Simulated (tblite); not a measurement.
Species: C5H12GeSi.
SMILES with atom numbers: `[SiH3:1][CH2:2][C:3]1=[CH:4][CH2:5][GeH2:6][CH2:7]1` (hydrogens: H8, H9, H10 on Si1; H11, H12 on C2; H13 on C4; H14, H15 on C5; H16, H17 on Ge6; H18, H19 on C7)

Geometry (GFN2-xTB, Å), atoms numbered from 1 in this order:
```xyz
19
C5H12GeSi angstrom
Si     2.739    0.474    0.089
C      1.452   -0.486   -0.943
C      0.079   -0.338   -0.377
C     -0.470   -1.215    0.456
C     -1.841   -0.998    1.027
Ge    -2.338    0.786    0.327
C     -0.691    0.897   -0.763
H      2.414    1.903    0.099
H      4.057    0.286   -0.522
H      2.730   -0.040    1.459
H      1.467   -0.127   -1.973
H      1.734   -1.541   -0.960
H      0.058   -2.114    0.746
H     -2.520   -1.789    0.700
H     -1.810   -1.045    2.118
H     -3.619    0.832   -0.465
H     -2.460    1.854    1.382
H     -0.092    1.789   -0.573
H     -0.900    0.882   -1.835
```

Level: GFN2-xTB in tblite, geometry and Hessian alike; calculated harmonic values, unscaled, isolated species. Against measured fundamentals such values can be off by several per cent, at times by over 20. Modes of hydrogen on germanium and silicon can be 10 to 20 % off. One conformer, not necessarily the lowest.

Harmonic wavenumbers (cm⁻¹): 32.9, 50.8, 101.7, 125.2, 237.6, 306.8, 329.4, 391.1, 438.0, 493.7, 507.6, 520.1, 563.5, 606.5, 649.4, 688.8, 727.7, 756.9, 772.3, 787.8, 790.4, 795.4, 802.5, 826.8, 846.8, 879.0, 1025.5, 1086.2, 1091.7, 1106.3, 1144.0, 1186.3, 1211.3, 1230.5, 1304.1, 1443.0, 1451.4, 1467.1, 1718.0, 1928.9, 1996.7, 2250.6, 2258.3, 2272.0, 2929.5, 2938.8, 2956.9, 2963.8, 2971.1, 2975.4, 3048.5.

A = 3370, B = 682.8, C = 630.6 MHz; mass 173.992 u (most abundant isotopes); point group C1, symmetry number 1.

Q: Zero-point energy?

A: Half the sum of the wavenumbers: 30992 cm⁻¹ = 370.75 kJ/mol.

Q: What is S at 273.15 K and 1 bar for an ideal gas of classical rigid rotors and harmonic oscillators?

A: Translation 171.38, rotation 123.52, vibration 111.55: S = 406.4 J/(mol K).

Q: And Cp and H(273.15 K) − H(0)?

A: Cp = 156.64 J/(mol K), of which vibrations give 123.38 (their classical limit is 51 R = 424.0); H(273.15 K) − H(0) = 24.93 kJ/mol without the zero-point energy, 15.85 from vibrations.

Q: What must be added to the electronic energy to get the Gibbs energy at 273.15 K and 1 bar?

A: ZPE + [H(273.15 K) − H(0)] − T·S = 370.75 + 24.93 − 111.02 = 284.66 kJ/mol.

Q: Blend soft modes into free rotors: weight 1/[1 + (100 cm⁻¹/ν̃)⁴] for the oscillator and the rest for a rotor with moment μB/(μ + B), μ = h/(8π²ν), B = 10⁻⁴⁴ kg m². What vibrational entropy results?

A: 99.05 J/(mol K) in place of 111.55, which changes −T·S at 273.15 K by +3.41 kJ/mol.

Hindered rotation and anharmonicity are outside this model. Other conformers, if any are populated, would add a mixing term that is left out. The structure is chiral; the term R ln 2 for an equal mix with its mirror image is left out.

Hardware: one thread, Arm Neoverse V2 (aarch64), no GPU, shared host with 96 logical CPUs at a one-minute load of 82. This covers the Hessian and the dipole derivatives.
